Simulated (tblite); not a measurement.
Species: C₇H₁₁BN₂.
Cartesian coordinates in Å at the GFN2-xTB level; atoms count from 1:
```xyz
21
C7H11BN2 angstrom
C     -2.563    1.091   -0.987
B     -1.758    0.480    0.229
C     -2.417    0.286    1.645
C     -0.263    0.059    0.050
C      0.440    0.190   -1.157
C      1.766   -0.178   -1.247
C      2.405   -0.688   -0.115
N      3.740   -0.999   -0.112
C      1.625   -0.798    1.047
N      0.369   -0.444    1.124
H     -3.590    1.348   -0.741
H     -2.082    1.996   -1.358
H     -2.594    0.398   -1.827
H     -2.364   -0.758    1.948
H     -3.456    0.602    1.707
H     -1.854    0.830    2.400
H     -0.062    0.583   -2.028
H      2.316   -0.076   -2.174
H      4.191   -1.133   -1.002
H      4.078   -1.575    0.641
H      2.066   -1.199    1.955
```

Computed with GFN2-xTB (tblite): harmonic, unscaled wavenumbers at the GFN2-xTB geometry, gas phase. Against measured fundamentals such values can be off by several per cent, at times by over 20. The optimisation stopped once no atom felt more than 0.01 eV/Å.

Lowest wavenumbers of the output (negative numbers stand for imaginary wavenumbers):
```
mode    cm-1
  1     -88.8
  2      -1.7
  3      70.9
  4      79.3
  5     133.2
  6     228.9
  7     255.9
  8     319.6
```

**Question.** Is this structure a minimum?

**Answer.** No. 1 mode is imaginary beyond 20i (89i cm⁻¹), and 1 more slightly so (1.7i).

**Question.** Which atoms move in the imaginary modes?

**Answer.** 89i: H14 (methyl hydrogen) 35 %, H16 (methyl hydrogen) 35 %, H15 (methyl hydrogen) 25 %; 2i: C3 (sp3 carbon bound to boron) 21 %, C1 (sp3 carbon bound to boron) 16 %, H11 (methyl hydrogen) 12 %. These are shares of the mass-weighted motion.

**Question.** What is the remedy?

**Answer.** Step along such a mode in both directions, optimise again with tighter thresholds and repeat the frequencies. The zero-point energy of this point (105.4 kcal/mol) counts the 55 real modes alone, and thermal corrections from it aren't those of a minimum.
